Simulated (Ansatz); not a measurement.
The same atomization along the group B, Al, Ga, In.

Isolated molecules relaxed with PBE0-D4/def2-TZVP in Ansatz; ΔE leaves out vibrations. CBS: MP2 limit from def2 TZ/QZ plus the TZ coupled-cluster correction, frozen cores. Small cases extrapolate CCSD(T) itself. Functionals use def2-TZVPP. No spin–orbit coupling; open shells (•) take unrestricted orbitals. Spin–orbit coupling would lower the free atoms: a little for Al, B, F, O; clearly for Ga; strongly for In. def2 core potentials past Kr. Bonds to Ga, In are less sure, by a few kJ/mol each and by 10 to 20 or more in all where they break to atoms, as the def2 sets lack core-valence functions. Scalar relativity is left out up to krypton. One conformer a species, not always the lowest.

```csv
reaction,CCSD(T)/CBS(def2) (kJ/mol)
`[OH2+][B-](F)(F)F` → 3 F• + B• + 2 H• + O•,2977
`[OH2+][Al-]([F])([F])[F]` → 3 F• + Al• + 2 H• + O•,2908
`[OH2+][Ga-]([F])([F])[F]` → 3 F• + Ga• + 2 H• + O•,?
`[OH2+][In-]([F])([F])[F]` → 3 F• + In• + 2 H• + O•,2331
```

Fill in the missing values. (An estimate is asked.)

The calculation gave: `[OH2+][Ga-]([F])([F])[F]` → 3 F• + Ga• + 2 H• + O•: +2516.0 kJ/mol.

Largest T1 diagnostic: 0.018, for Al•.

Extrapolated directly: `[OH2+][B-](F)(F)F` → 3 F• + B• + 2 H• + O•.

For atomizations the MP2-based limit and the directly extrapolated one differ by several kJ/mol either way, and by 10 to 25 for some Ge, Se and Sn compounds, so smaller differences from it don't rank the levels.
